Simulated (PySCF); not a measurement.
## C₆ coefficients of unlike pairs at TPSS

Calculated with PySCF 2.14 from the dipole response of each species, C₆(A,B) = (3/π) ∫ α_A(iu) α_B(iu) du, in atomic units, from isotropic polarisabilities. For ions this is the dispersion term alone; charge-induced terms of lower order in 1/R come first.

```
species           configuration                                        basis      relativity  α (bohr³)  C₆ (like pair)
   Cr²⁺           [Ar] 3d4 (5D)                  aug-cc-pVTZ-DK (8s7p5d3f2g)   spin-free X2C      4.610           13.87
     Hf  [Xe] 4f14 5d2 6s2 (3F)      aug-cc-pVDZ-PP with ECP60MDF (5s5p4d2f)  core potential      106.5            1466
     Mo       [Kr] 4d5 5s1 (7S)  aug-cc-pwCVTZ-PP with ECP28MDF (8s8p7d4f3g)  core potential      75.57           800.6
```

Q: Estimate C₆ for Mo with Hf.

A: The integral gives 1080. The combination rule 2 C_A C_B / (C_A α_B/α_A + C_B α_A/α_B) gives 1082 and the geometric mean 1083.

No spin-orbit coupling is included.

The other pairs:

| pair | C₆ |
| --- | --- |
| Hf, Cr²⁺ | 111.3 |
| Mo, Cr²⁺ | 86.68 |
